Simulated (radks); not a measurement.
The numbers below are computed, except where a source is named.
Ionisation of the cerium ion Ce+, [Xe] 4f1 5d2, to [Xe] 4f2 as the strength of local exchange is varied. Code: a radial shooting solver on a logarithmic mesh with Libxc functionals. Model: scalar-relativistic Kohn-Sham, Slater X-alpha exchange (alpha = 2/3 is LDA exchange), no correlation, spin-polarised, spherical densities, finite nucleus; open shells are filled with parallel spins first (spin-orbit coupling, left out, can overturn this in heavy ions); Fermi nuclear charge, rms radius 4.8771 fm.

| alpha | E(Ce+) (hartree) | exchange (hartree) | IE (eV) | -e of the level emptied (eV) | <r> of it (bohr) |
|---|---|---|---|---|---|
| 0.64 | -8839.7897 | -188.8878 | 9.463 | 6.830 (5d) | 2.944 |
| 0.667 | -8847.7867 | -197.0297 | 9.348 | 7.054 (5d) | 2.907 |
| 0.692 | -8855.1976 | -204.5808 | 9.238 | 7.266 (5d) | 2.874 |
| 0.75 | -8872.4142 | -222.1452 | 8.975 | 7.776 (5d) | 2.800 |
| 0.762 | -8875.9803 | -225.7872 | 8.920 | 7.885 (5d) | 2.785 |
| 0.866 | -8906.9445 | -257.4653 | 8.419 | 8.872 (5d) | 2.665 |
| 0.874 | -8909.3306 | -259.9105 | 8.379 | 8.951 (5d) | 2.657 |
| 0.998 | -8946.3946 | -297.9665 | 7.752 | 10.236 (5d) | 2.532 |

NIST Atomic Spectra Database: 10.96 eV (semi-empirical). The central value is not met in this range of alpha. Open shells are spherical and high-spin; term and fine-structure splittings are not resolved. Spin-orbit splitting is averaged out at the scalar-relativistic level.
